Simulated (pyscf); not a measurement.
# [HN–Zr(NH₂)(Cl)–Cl]• (SMILES [NH][Zr]([NH2])([Cl])[Cl]), doublet

Gas-phase minimum from PySCF at ωB97X-D3(BJ)/def2-SVP, one conformer. Other isomers of [HN–Zr(NH₂)(Cl)–Cl]• were not searched in full and may lie lower. 

```xyz
8

N     -0.0583     1.5639     0.4938
Zr    -1.1485    -0.0316     0.0383
N     -0.2006    -0.7852    -1.5589
Cl    -3.3310     0.6301    -0.5784
Cl    -1.0817    -1.6004     1.8035
H      0.5030     2.3819     0.7235
H      0.5133    -1.5132    -1.5346
H     -0.4067    -0.5586    -2.5318
```
Charge 0, spin multiplicity 2.

Bonds (Å): N1–Zr2 1.985, N1–H6 1.018, Zr2–N3 2.004, Zr2–Cl4 2.362, Zr2–Cl5 2.363, N3–H7 1.020, N3–H8 1.020. Bond angles (°): Zr2–N1–H6 179.7, N1–Zr2–N3 103.0, N1–Zr2–Cl4 110.0, N1–Zr2–Cl5 110.3, N3–Zr2–Cl4 109.5, N3–Zr2–Cl5 109.4, Cl4–Zr2–Cl5 114.0, Zr2–N3–H7 125.5, Zr2–N3–H8 125.5, H7–N3–H8 108.8.

Properties at ωB97X-D3(BJ)/def2-SVP:

```json
{
 "harmonic_wavenumbers_unscaled": "91, 105, 118, 138, 152, 212, 363, 386, 401, 470, 513, 540, 663, 713, 1502, 3564, 3645, 3656 cm⁻¹",
 "zero_point_energy": "24.6 kcal/mol",
 "rotational_symmetry_number": "1",
 "Entropy of this conformer at 298 K and 1 atm, rigid rotor and harmonic oscillator, modes under 100 cm⁻¹ raised to 100": "397.8 J/(mol K)",
 "dipole_moment": "3.57 D",
 "Spin expectation value S2": "0.759"
}
```

Single-point totals, which compare only within one level:

```
level                   total energy (hartree)
----------------------  ----------------------
ωB97X-D3(BJ)/def2-TZVP             -1079.08848
PBE/def2-TZVP                      -1078.52093
r²SCAN/def2-TZVP                   -1078.92339
B3LYP-D3(BJ)/def2-TZVP             -1079.07738
PBE0-D3(BJ)/def2-TZVP              -1078.57527
M06-2X/def2-TZVP                   -1078.83421
ωB97M-D3(BJ)/def2-TZVP             -1079.09619
```

Soft torsions are taken as harmonic, which can shift the entropy by several J/(mol K). Open-shell species with a d-block atom are single-reference here; other states, and whether the spin sits on metal or ligand, were not checked. Elements past Kr carry the def2 core potentials, without spin-orbit coupling.
